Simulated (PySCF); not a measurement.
PBE0-D3(BJ)/def2-TZVP geometry optimisation, IEF-PCM water with PySCF 2.14 and geomeTRIC: [AgCl4]2-, charge -2, multiplicity 2. Start (model start, shaken):

```
5

Ag    0.0000    0.0045   -0.0041
Cl    2.5166   -0.0068   -0.0149
Cl   -2.5291    0.0201   -0.0074
Cl   -0.0093    2.5373    0.0053
Cl    0.0016   -2.5440   -0.0004
```

| step | E − E(start) / kcal mol⁻¹ | largest force / Eh bohr⁻¹ |
| --- | --- | --- |
| 0 | 0.00 | 0.00985 |
| 1 | -1.66 | 0.00330 |
| 2 | -1.66 | 0.00188 |
| 3 | -1.81 | 0.00129 |
| 4 | -1.83 | 0.00054 |
| 5 | -1.84 | 0.00023 |

The optimisation met its thresholds. End point:

```
5

Ag   -0.0041    0.0021   -0.0043
Cl    2.4507   -0.0099   -0.0278
Cl   -2.4593    0.0152   -0.0139
Cl    0.0109    2.4598    0.0178
Cl   -0.0184   -2.4560    0.0068
```

Metal–donor distances, start → end: Cl2 2.517 → 2.455 Å, Cl3 2.529 → 2.455 Å, Cl4 2.533 → 2.458 Å, Cl5 2.548 → 2.458 Å.

No frequencies were computed, so the end point may be a saddle point.

The job took 110 s on one thread of Intel Xeon 6975P-C (shared host), with 188 basis functions and a peak of 1.2 GiB, launched as `OMP_NUM_THREADS=1 python lf_run.py task.json out`.
